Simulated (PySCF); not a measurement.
A side-by-side comparison of computed properties.

First species: nitrogen trifluoride, NF₃.
SMILES: `FN(F)F`

Second species: C2H9NSi.
SMILES: `CCN[SiH3]`

Levels: B3LYP/def2-SVPD for dipole moment, HOMO energy, LUMO energy, HOMO–LUMO gap, static isotropic polarisability and electronic spatial extent ⟨r²⟩ about the centre of nuclear charge; TDDFT B3LYP/def2-SVPD for lowest singlet excitation; TDA B3LYP/def2-SVPD for lowest triplet excitation (Tamm–Dancoff); ΔSCF B3LYP/def2-SVPD for vertical ionisation energy. Geometries: PBE0-D3(BJ)/def2-SVP. Each species is one conformer at its optimised geometry, gas phase, non-relativistic unless stated; the electronic structure was computed with PySCF and density fitting.

The conformers computed, where there is a choice (atom-mapped SMILES and torsion angles):
- `[CH3:1][CH2:2][NH:3][SiH3:4]`: C1–C2–N3–Si4 -148°

```csv
property,column X,column Y
dipole moment,0.13 D,1.18 D
HOMO energy,-10.02 eV,-6.54 eV
LUMO energy,0.24 eV,0.14 eV
HOMO–LUMO gap,10.26 eV,6.68 eV
lowest singlet excitation,8.51 eV,5.60 eV
lowest triplet excitation (Tamm–Dancoff),6.93 eV,5.37 eV
static isotropic polarisability,18.0 au,64.1 au
vertical ionisation energy,13.44 eV,8.84 eV
electronic spatial extent ⟨r²⟩ about the centre of nuclear charge,196 bohr²,577 bohr²
```

Question: Which column belongs to which species?

Answer: Column X is the first species and column Y the second. The first has 4 atoms and 34 electrons, the second 13 and 42.

Question: How does each property change from the first species to the second?

Answer: dipole moment +1.05 D; HOMO energy +3.48 eV; LUMO energy -0.10 eV; HOMO–LUMO gap -3.58 eV; lowest singlet excitation -2.91 eV; lowest triplet excitation (Tamm–Dancoff) -1.56 eV; static isotropic polarisability +46.1 au; vertical ionisation energy -4.60 eV; electronic spatial extent ⟨r²⟩ about the centre of nuclear charge +381 bohr².

On the first: The ΔSCF ionisation energy exceeds −ε(HOMO) by 3.42 eV with B3LYP. The polarisability is 2.66 Å³ as a volume (1 au = 0.148185 Å³), or 0.53 au for each of the 34 electrons.

On the second: A dipole of 1.18 D is allowed in C1, and pure rotational transitions are dipole-allowed. The ΔSCF ionisation energy exceeds −ε(HOMO) by 2.30 eV with B3LYP.
